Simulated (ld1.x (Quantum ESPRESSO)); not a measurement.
## Cu (Z = 29) RRKJ: all-electron and pseudo phase curves

copper, norm-conserving RRKJ (Kleinman–Bylander form), made with ld1.x (Quantum ESPRESSO) 7.5 (BP86, non-relativistic). Core [Ne], reference 3s2 3p6 3d10 4s0 4p0 (charge +1). Waves: 3p (bound): rc 0.70 bohr; 3d (bound): rc 1.50 bohr; 3s (bound): rc 0.85 bohr. Local part: the s channel. Core correction: none. rho0 = 0.005.

The phase is arctan(r·u′/u) with u = r·R(r), unwrapped; energies in Ry, scanned from -11 to 5 Ry. A pole is an energy at which the radial function vanishes at the test radius. The pseudo phase is shifted by a multiple of π to meet the all-electron one at the reference energy, and phase errors are pseudo minus all-electron; the curves can meet again beyond the range given. Levels narrower than the energy grid can be missing from the lists of poles.

**Question.** For each channel, where are the poles, and over which energies does the pseudopotential scatter like the atom?

**Answer.**

| channel | radius (bohr) | reference energy (Ry) | poles, all-electron | poles, pseudo | unbroken range about the reference energy with phases within 0.05 rad | phase error 1 Ry above the reference energy (rad) |
| --- | --- | --- | --- | --- | --- | --- |
| s | 1.65 | -8.79 | -8.62 | -8.62 | below -0.2 | -0.000 |
| p | 1.65 | -5.86 | -5.59 | -5.59 | the whole range | -0.000 |
| d | 1.65 | -1.02 | -0.33 | -0.32 | below 2.0 | +0.009 |

Phases in the d channel:

| E (Ry) | all-electron | pseudo |
| --- | --- | --- |
| -11.00 | 1.387 | 1.387 |
| -10.76 | 1.385 | 1.385 |
| -10.52 | 1.383 | 1.383 |
| -10.28 | 1.381 | 1.381 |
| -10.04 | 1.378 | 1.378 |
| -9.80 | 1.376 | 1.376 |
| -9.56 | 1.373 | 1.373 |
| -9.32 | 1.371 | 1.371 |
| -9.08 | 1.368 | 1.368 |
| -8.84 | 1.365 | 1.365 |
| -8.60 | 1.362 | 1.362 |
| -8.36 | 1.359 | 1.359 |
| -8.12 | 1.356 | 1.356 |
| -7.88 | 1.352 | 1.353 |
| -7.64 | 1.349 | 1.349 |
| -7.40 | 1.345 | 1.345 |
| -7.16 | 1.341 | 1.341 |
| -6.92 | 1.337 | 1.337 |
| -6.68 | 1.332 | 1.333 |
| -6.44 | 1.327 | 1.328 |
| -6.20 | 1.322 | 1.323 |
| -5.96 | 1.317 | 1.318 |
| -5.72 | 1.310 | 1.312 |
| -5.48 | 1.304 | 1.305 |
| -5.24 | 1.297 | 1.299 |
| -5.00 | 1.289 | 1.291 |
| -4.76 | 1.281 | 1.283 |
| -4.52 | 1.272 | 1.274 |
| -4.28 | 1.261 | 1.264 |
| -4.04 | 1.250 | 1.252 |
| -3.80 | 1.236 | 1.239 |
| -3.56 | 1.220 | 1.224 |
| -3.32 | 1.202 | 1.205 |
| -3.08 | 1.179 | 1.183 |
| -2.84 | 1.151 | 1.156 |
| -2.60 | 1.115 | 1.120 |
| -2.36 | 1.065 | 1.072 |
| -2.12 | 0.994 | 1.001 |
| -1.88 | 0.878 | 0.887 |
| -1.64 | 0.664 | 0.674 |
| -1.40 | 0.208 | 0.217 |
| -1.16 | -0.571 | -0.569 |
| -0.92 | -1.130 | -1.129 |
| -0.68 | -1.391 | -1.389 |
| -0.44 | -1.529 | -1.524 |
| -0.20 | -1.614 | -1.607 |
| 0.04 | -1.674 | -1.665 |
| 0.28 | -1.721 | -1.708 |
| 0.52 | -1.759 | -1.744 |
| 0.76 | -1.793 | -1.775 |
| 1.00 | -1.825 | -1.804 |
| 1.24 | -1.856 | -1.830 |
| 1.48 | -1.888 | -1.856 |
| 1.72 | -1.921 | -1.883 |
| 1.96 | -1.956 | -1.910 |
| 2.20 | -1.994 | -1.938 |
| 2.44 | -2.038 | -1.969 |
| 2.68 | -2.088 | -2.002 |
| 2.92 | -2.147 | -2.040 |
| 3.16 | -2.218 | -2.082 |
| 3.40 | -2.304 | -2.130 |
| 3.64 | -2.411 | -2.186 |
| 3.88 | -2.545 | -2.252 |
| 4.12 | -2.712 | -2.329 |
| 4.36 | -2.913 | -2.423 |
| 4.60 | -3.141 | -2.536 |
| 4.84 | -3.376 | -2.671 |
